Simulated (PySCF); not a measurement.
Cr²⁺ (chromium, charge +2) across methods

[Ar] 3d3 4p1, one real determinant (an excited configuration). Computed with PySCF 2.14 in def2-QZVPPD (11s6p5d3f2g, 93 functions), with the non-relativistic Hamiltonian (point nucleus). The B2PLYP total includes its PT2 part (frozen core); its orbital energies are those of the SCF part.

```
   method  E (hartree)  mean ε 3p β (eV)  mean ε 3d α (eV)  mean ε 4p α (eV)  Σ⟨r²⟩ (bohr²)   ⟨S²⟩
   B2PLYP    -1042.897           -77.401           -36.610           -17.674          23.70  6.001
  wB97X-V    -1043.009           -77.217           -36.345           -18.928          23.62  6.001
      LDA    -1040.839           -71.734           -31.444           -16.614          23.37  6.000
    HSE06    -1042.955           -74.215           -33.551           -16.843          23.54  6.001
     PBE0    -1042.937           -74.623           -33.998           -17.210          23.54  6.001
CAM-B3LYP    -1043.187           -76.022           -35.457           -18.221          23.50  6.001
      PBE    -1042.889           -71.644           -31.404           -16.580          23.47  6.000
   r2SCAN    -1043.120           -72.497           -32.087           -16.608          23.47  6.001
      UHF  -1042.16857           -82.036           -41.081           -18.646          24.08  6.003
```

⟨L²⟩ = 14.01 against 20 for a pure G term, so this real determinant mixes terms.
